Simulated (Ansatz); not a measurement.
Mulliken charges of AsGaH$_{5}$N, SMILES `[NH2][GaH][AsH2]` from r2SCAN/def2-TZVPP in Ansatz (PBE0-D4/def2-TZVP geometry).

```json
{"atom": "N1", "x (Å)": "-1.219", "y (Å)": "0.783", "z (Å)": "-0.786", "charge (e)": "-0.438"}
{"atom": "Ga2", "x (Å)": "0.315", "y (Å)": "0.675", "z (Å)": "0.176", "charge (e)": "0.333"}
{"atom": "As3", "x (Å)": "1.546", "y (Å)": "-1.402", "z (Å)": "0.082", "charge (e)": "-0.130"}
{"atom": "H4", "x (Å)": "-1.629", "y (Å)": "0.013", "z (Å)": "-1.287", "charge (e)": "0.158"}
{"atom": "H5", "x (Å)": "-1.786", "y (Å)": "1.612", "z (Å)": "-0.843", "charge (e)": "0.160"}
{"atom": "H6", "x (Å)": "0.791", "y (Å)": "1.966", "z (Å)": "0.922", "charge (e)": "-0.061"}
{"atom": "H7", "x (Å)": "1.714", "y (Å)": "-1.419", "z (Å)": "1.595", "charge (e)": "-0.008"}
{"atom": "H8", "x (Å)": "0.269", "y (Å)": "-2.228", "z (Å)": "0.142", "charge (e)": "-0.015"}
```

Question: By hand: the dipole of these point charges (1 e Å = 4.8032 D).

Answer: Σ q r = (-0.171, 0.249, -0.017) e Å, of length 0.303 e Å = 1.46 D.

Question: How does the dipole of the full density compare? (Best estimate.)

Answer: Ansatz gave: (-0.272, 0.063, -0.056) e Å, 1.37 D; the point charges give 1.07 times that, at 43° from its direction.

Point charges leave out the atoms' own dipoles, such as those of lone pairs, and Mulliken's split depends on the basis, so the two needn't agree.
